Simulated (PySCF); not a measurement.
sulfur hexafluoride cation (F₆S), SMILES FS(F)(F)(F)(F)F (connectivity only; charge and spin as stated), charge +1, multiplicity 2. Atoms are numbered in the order given.

```xyz
7

F      0.0000    -1.5910     0.0000
S      0.0000     0.0000     0.0000
F      1.5910     0.0000     0.0000
F      0.0000     0.0000     1.5910
F     -1.5910     0.0000     0.0000
F      0.0000     0.0000    -1.5910
F      0.0000     1.5910     0.0000
```
Charge +1, spin multiplicity 2.

Geometry optimised at TPSSh-D3(BJ)/def2-SVP. The spin state was assumed, not searched.

Computed with PySCF with B3LYP/def2-TZVP.

Atomic charges (e):

```
atom  meta-Löwdin  Löwdin  Mulliken spin
----  -----------  ------  -------------
F1          -0.24    0.10           0.18
S2           2.42    0.39          -0.07
F3          -0.24    0.10           0.18
F4          -0.24    0.10           0.18
F5          -0.24    0.10           0.18
F6          -0.24    0.10           0.18
F7          -0.24    0.10           0.18
```

Problem. Give the Mayer and Wiberg (Löwdin basis) orders of the bonds. (An estimate is asked for; the answer gives what the named calculation found.)

Solution. 
| bond | Mayer | Wiberg |
|---|---|---|
| F1–S2 | 1.07 | 1.41 |
| S2–F3 | 1.07 | 1.41 |
| S2–F4 | 1.07 | 1.41 |
| S2–F5 | 1.07 | 1.41 |
| S2–F6 | 1.07 | 1.41 |
| S2–F7 | 1.07 | 1.41 |
